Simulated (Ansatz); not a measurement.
Ansatz (a program for electronic structure) input (PBE0/def2-TZVPD):

Ansatz 0.2 input:
```yaml
crystal:
  periodic: [false, false, false]
  atoms:
    - {symbol: Ta, position_ang: [0.18862028, 0.07174816, 0.25799694]}
    - {symbol: O, position_ang: [1.41592384, -0.94958338, -0.49354971]}
    - {symbol: O, position_ang: [-0.61401488, -1.26828388, 1.07915799]}
    - {symbol: Cl, position_ang: [-1.18732659, 0.73560722, -1.38344959]}
basis:
  gaussian:
    orbitals: def2-TZVPD
hamiltonian:
  xc: {name: PBE0}
total_charge: 1
magnetization: {spin_polarized: true, initial_magnetization: 1}
output: {forces: true}
```

Output:

```
Functional definition: PBE0
integrals: 0.09 GiB planned
1111 factors; their error is unknown
mean field: 1.03 GiB planned
mean field evaluation 1: about -18117.0981 eV, gradient 9.7e1 eV
mean field evaluation 2: about -17656.6322 eV, gradient 2.7e2 eV
mean field evaluation 4: about -18146.3059 eV, gradient 3.9e1 eV
mean field evaluation 8: about -18154.9988 eV, gradient 9.1e-1 eV
mean field evaluation 16: about -18155.0581 eV, gradient 8.0e-3 eV
mean field evaluation 32: about -18154.8647 eV, gradient 1.6e0 eV
mean field -18155.05813242 eV, -667.1860804261 hartree, gradient 5.7e-5 eV, S^2 0.807291; 3 other end points of the search recorded, 0 dependent functions left out
the calculation of the forces begins
reference -18155.05817516 eV, -667.1860819966 hartree; 23, 22 occupied and 146, 147 virtual orbitals, 1111 factors
Total energy: -18155.05817516 eV, -667.1860819966 hartree
Atom 0 at     0.188620     0.071748     0.257997 Å, force    -0.123477    -0.535066    -0.267804 eV/Å
Atom 1 at     1.415924    -0.949583    -0.493550 Å, force    -0.392856     0.271814     0.251170 eV/Å
Atom 2 at    -0.614015    -1.268284     1.079158 Å, force     0.277681     0.377088    -0.268333 eV/Å
Atom 3 at    -1.187327     0.735607    -1.383450 Å, force     0.238652    -0.113837     0.284967 eV/Å
Dipole moment:     0.255648     0.818373     0.495810 e Å
```

The spin state was set by rule; other spins were not relaxed.
